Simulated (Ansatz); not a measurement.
Members of the series X–O+ and X–S+; each row names its spin state. All species are isolated molecules in the gas phase. Strings in code marks are SMILES.

Quantity: adiabatic spin-state energy, in kcal/mol. The DFT solution of `N[S+]` is unstable or spin-contaminated; the geometry comes from it.

A: `B[O+]`: multiplicity 3 minus multiplicity 1
B: `[O+]S`: multiplicity 3 minus multiplicity 1
C: `N[S+]`: multiplicity 3 minus multiplicity 1

Rank these by adiabatic spin-state energy (lowest first), as CAM-B3LYP/cc-pVTZ // B3LYP-D3(BJ)/def2-TZVP (Ansatz, an electronic-structure program) gives it.

C (7.81 kcal/mol), B (18.0 kcal/mol), A (50.0 kcal/mol)
